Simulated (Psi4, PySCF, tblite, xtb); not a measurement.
Intermolecular potential of HBr ··· CH3F (SMILES Br and CF). Monomers: optimised at B3LYP-D3(BJ) (def2-TZVP), held rigid. Orientation: lowest of the rigid-body minima from ten starts at GFN2-xTB. The monomers approach along the line of their centres of mass (distance R); nothing else relaxes.

Levels of theory: GFN2-xTB (tblite); GFN1-xTB (xtb); RKS-B3LYP/LANL2DZ = restricted B3LYP/LANL2DZ, with its core potentials past Ne, no counterpoise correction (PySCF); wB97X-D/def2-TZVP, counterpoise-corrected (Psi4).

Interaction energies in kcal/mol; the last columns give the difference from wB97X-D:

| R / Å | GFN2-xTB | GFN1-xTB | RKS-B3LYP/LANL2DZ | wB97X-D/def2-TZVP | GFN2-xTB − wB97X-D/def2-TZVP | GFN1-xTB − wB97X-D/def2-TZVP | RKS-B3LYP/LANL2DZ − wB97X-D/def2-TZVP |
|---|---|---|---|---|---|---|---|
| 3.63 | 1.68 | 3.25 | -0.51 | 2.04 | -0.36 | 1.21 | -2.55 |
| 3.81 | -2.11 | 0.02 | -2.77 | -0.68 | -1.43 | 0.69 | -2.09 |
| 4.01 | -3.69 | -1.38 | -3.47 | -1.82 | -1.87 | 0.44 | -1.65 |
| 4.21 | -4.02 | -1.68 | -3.37 | -2.08 | -1.93 | 0.40 | -1.28 |
| 4.37 | -3.89 | -1.59 | -3.07 | -2.04 | -1.84 | 0.45 | -1.02 |
| 4.61 | -3.45 | -1.29 | -2.54 | -1.85 | -1.61 | 0.55 | -0.69 |
| 4.88 | -2.91 | -0.97 | -1.99 | -1.57 | -1.34 | 0.60 | -0.42 |
| 5.19 | -2.37 | -0.72 | -1.51 | -1.26 | -1.11 | 0.55 | -0.24 |
| 5.72 | -1.68 | -0.47 | -0.98 | -0.84 | -0.84 | 0.37 | -0.14 |
| 6.44 | -1.10 | -0.30 | -0.63 | -0.51 | -0.59 | 0.21 | -0.12 |
| 7.43 | -0.66 | -0.18 | -0.38 | -0.29 | -0.37 | 0.11 | -0.09 |
| 8.71 | -0.38 | -0.10 | -0.22 | -0.16 | -0.23 | 0.06 | -0.06 |

GFN2-xTB is furthest from wB97X-D/def2-TZVP at 4.21 (-1.93 kcal/mol, below); its mean absolute difference over the points is 1.13 kcal/mol.

GFN1-xTB is furthest from wB97X-D/def2-TZVP at 3.63 (1.21 kcal/mol, above); its mean absolute difference over the points is 0.47 kcal/mol.

RKS-B3LYP/LANL2DZ is furthest from wB97X-D/def2-TZVP at 3.63 (-2.55 kcal/mol, below); its mean absolute difference over the points is 0.86 kcal/mol.
